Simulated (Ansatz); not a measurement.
Consider the ligand exchange at a Ge–C bond: `[CH3][GeH3]` + `CC=N` → `C/C=[N]\[GeH3]` + CH₄.

Gas-phase electronic energies from Ansatz, PBE0-D4/def2-TZVP geometries. CBS: MP2 limit from def2 TZ/QZ plus the TZ coupled-cluster correction, frozen cores. This one scheme is used for every species. Functionals use def2-TZVPP. For Ge outer-core shells are correlated without core-valence functions, which leaves a few kJ/mol of doubt a bond. Scalar relativity is left out up to krypton. One conformer a species, not always the lowest.

```json
{"level": "ωB97X-V", "ΔE (eV)": "-0.10"}
{"level": "B2PLYP", "ΔE (eV)": "-0.12"}
{"level": "MP2/def2-TZVPP", "ΔE (eV)": "-0.13"}
{"level": "MP2/def2-QZVPP", "ΔE (eV)": "-0.14"}
```

Question: What does CCSD(T)/CBS give? (Estimate.)

Answer: Computed: -0.10 eV. The listed levels differ from it by 0.00, -0.02, -0.03, -0.04 eV.

Largest T1 diagnostic among the species: 0.013.

The D4 term adds −0.06 eV with B3LYP and −0.03 eV with PBE0; it sums over pairs of atoms, weighted by their polarisabilities, and B3LYP, whose exchange is more repulsive, gets the larger term.

B3LYP here is the variant with VWN-RPA as its local correlation; programs differ in this.
